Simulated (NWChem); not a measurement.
Species: C$_{2}$H$_{5}$B$_{2}$FO; SMILES CB1CB(F)O1

```xyz
11

C     -0.2530    -2.3956     0.2331
B      0.0204    -0.8829    -0.0008
C      1.2844     0.0907    -0.0375
B      0.0354     1.0400    -0.1296
F     -0.2039     2.3338    -0.0872
O     -0.9702     0.0887    -0.2174
H      0.3468    -3.0050    -0.4627
H     -1.3136    -2.6660     0.1324
H      0.0901    -2.6761     1.2440
H      1.8680     0.0204    -0.9695
H      1.9754     0.1516     0.8139
```
Atoms are numbered in this order, from 1.

Level: PBE0/def2-SVP (NWChem), optimised geometry, unscaled harmonic frequencies. 

| frequency (cm⁻¹) | IR intensity (km/mol) |
|---|---|
| 28 | 0.0 |
| 55 | 0.5 |
| 254 | 0.6 |
| 329 | 0.1 |
| 394 | 4.0 |
| 434 | 5.7 |
| 521 | 0.9 |
| 687 | 0.3 |
| 698 | 0.3 |
| 828 | 6.2 |
| 905 | 56.5 |
| 930 | 6.6 |
| 966 | 12.0 |
| 983 | 10.3 |
| 1028 | 28.9 |
| 1221 | 127.6 |
| 1296 | 173.5 |
| 1350 | 169.0 |
| 1363 | 463.8 |
| 1425 | 26.5 |
| 1430 | 41.3 |
| 1501 | 204.1 |
| 3054 | 0.0 |
| 3107 | 1.3 |
| 3137 | 1.6 |
| 3177 | 6.3 |
| 3178 | 0.0 |

```json
{
 "zero_point_energy": "49.0 kcal/mol",
 "thermal correction to the enthalpy at 298.15 K (with zero-point energy)": "53.8 kcal/mol",
 "heat capacity Cv": "22.6 cal/(mol K)",
 "entropy at 298.15 K and 1 atm (symmetry number 1)": "83.1 cal/(mol K)",
 "dipole_moment": "2.11 D"
}
```

Rigid rotor and harmonic oscillator; modes under 100 cm⁻¹ make the entropy uncertain.
